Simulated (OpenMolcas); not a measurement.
# In²⁺: effect of the active space

* Program: OpenMolcas
* Method: SS-CASPT2, IPEA 0.25 Eh, imaginary shift 0.1 Eh
* Basis: ANO-RCC-VDZP
* Scalar Hamiltonian: DKH2, point nucleus
* Spin-orbit coupling: state interaction with AMFI integrals over the reference wave functions, term energies averaged over their components

A. 1 electron in 4 orbitals (5s 5p); 2S+1 = 2 even, 1 root; 2S+1 = 2 odd, 3 roots; closed shells correlated: 4d; CASPT2 step about 0.9 core-seconds
B. 1 electron in 8 orbitals (5s 5p 6s 6p); 2S+1 = 2 even, 1 root; 2S+1 = 2 odd, 3 roots; closed shells correlated: 4d; CASPT2 step of the order of 0.6 core-seconds

Energies in cm⁻¹ above 5s ²S_1/2, the measured ground level; measured values from Moore, Atomic Energy Levels, vol. III, NSRDS-NBS 35 (1971 reprint of NBS Circular 467, 1958).

```tsv
Level	A	B	Measured
5s ²S_1/2	0.0	0.0	0.0
5p ²P°_1/2	58264	58271	57181
5p ²P°_3/2	62300	62306	61523
```

Deviations, from unrounded energies. A percentage is the sum of absolute deviations over the sum of measured energies, with the sign that they share, or ± where signs differ.

| Against measurement | Levels | A | B |
| --- | --- | --- | --- |
| mean absolute deviation (cm-1) | 2 | 930 | 940 |
| other configurations (%) | 2 | +1.6 | +1.6 |

A, B lie about equally close to measurement. The largest miss of A in the table is 5p ²P°_1/2, by +1100 cm-1. The ranking rests on the paired levels alone, and a cruder setting can come out closer through cancelling errors.

Between A and B the level of the table that moves most is 5p ²P°_3/2, by 6.6 cm-1 (lowest in A, highest in B).

With one active electron, CASPT2 adds the correlation within the correlated inactive shells and between them and that electron, and leaves the splitting within a term as the reference gives it. With one active electron outside closed inactive shells, the extra shells (6p 6s) add no correlation to the reference (holds for B). Computed and measured levels are paired by configuration, term and J; levels that our copy of the source lacks, or whose pairing is in doubt (as where it misses far off the trend of its configuration), stay unpaired and out of the deviations. Levels of configurations outside the active space are missing.

° marks odd parity.
